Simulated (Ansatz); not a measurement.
Born–Oppenheimer molecular dynamics of C2H8AlNO (13 atoms, charge 0, multiplicity 1). It starts from a rough guess of a transition structure, not a stationary point.

Method: UKS BLYP-D4/6-31G* (Ansatz).

```
ensemble                      : NVE (velocity Verlet)
time step                     : 0.5 fs
steps asked                   : 150
starting velocities drawn for : 300 K
seed                          : 695617
```

First frame:

```xyz
13
Properties=species:S:1:pos:R:3
Al -0.924 -0.652 0.462
O 0.331 1.004 -0.193
C 1.299 1.786 -0.812
N -1.883 0.719 0.962
H -0.763 1.242 0.437
C -0.282 -2.501 0.095
H 1.012 2.025 -1.843
H 2.260 1.258 -0.831
H 1.429 2.722 -0.257
H -2.035 1.002 1.921
H 0.198 -2.945 0.974
H -1.101 -3.166 -0.201
H 0.459 -2.494 -0.714
```

(1) How far do the bonds stretch over the last three quarters of this one trajectory? (Pairs bonded in most of those frames.)

Results:

(1) 
```tsv
bond	mean (Å)	spread (Å)	shortest	longest
Al1–O2	1.789	0.177	1.53	2.02
Al1–N4	1.890	0.107	1.70	2.08
Al1–C6	1.971	0.086	1.83	2.08
O2–C3	1.430	0.095	1.26	1.57
C3–H7	1.110	0.013	1.09	1.14
C3–H8	1.110	0.019	1.08	1.14
C3–H9	1.113	0.039	1.05	1.17
N4–H5	1.046	0.080	0.92	1.16
N4–H10	1.038	0.050	0.95	1.12
C6–H11	1.110	0.025	1.07	1.15
C6–H12	1.105	0.011	1.09	1.12
C6–H13	1.105	0.018	1.07	1.14
```

Mean temperature of the second half: 1272 K. The conserved energy stayed within 0.43 meV per atom of its start (net change 0.11 meV per atom), so the integration is sound. The kinetic energy rose, since the run started high on the potential surface and went downhill. A run of 0.075 ps of so small a system gives no equilibrium averages. The orbitals were unrestricted but ended closed-shell.

Time of the run: 13 min on 2 threads of Arm Neoverse N1 (shared host), peak memory 0.17 GiB.
